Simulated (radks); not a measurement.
Values are calculated unless marked as measured or tabulated.
All-electron atom: Ne III in [He] 2s2 2p4.

Level of theory: scalar-relativistic Kohn-Sham, r2SCAN, spin-unpolarised, spherical densities, finite nucleus; meta-GGA in the generalised Kohn-Sham scheme; Fermi nuclear charge, rms radius 3.0055 fm (a radial shooting solver on a logarithmic mesh with Libxc functionals).

Energy parts (Ry):
| part | energy |
|---|---|
| total | -253.23145 |
| kinetic | 253.30209 |
| electron-nucleus | -586.63651 |
| Hartree | 102.40176 |
| exchange-correlation | -22.29879 |

Orbitals (lengths in bohr, moments of r in powers of bohr; r(90%) holds 90 % of the orbital's charge):
orbital  occ.  eigenvalue (Ry)     <r^4>  r(90%)  <1/r>
1s          2        -65.33862  0.002945   0.282  9.635
2s          2         -5.89994     1.237    1.31  1.761
2p          4         -4.07704     1.516    1.36  1.635

The highest occupied level is 2p at -55.471 eV. For comparison, the ionisation energy in NIST's Atomic Spectra Database is 63.423 eV (measured). In exact Kohn-Sham theory the highest level is minus the ionisation energy, but local and semilocal functionals leave it too shallow, through self-interaction and a potential that decays too fast; potentials with the right tail come closer.

Beside tabulated values, note that spin-unpolarised runs miss the spin-polarisation part of the exchange energy of open shells.
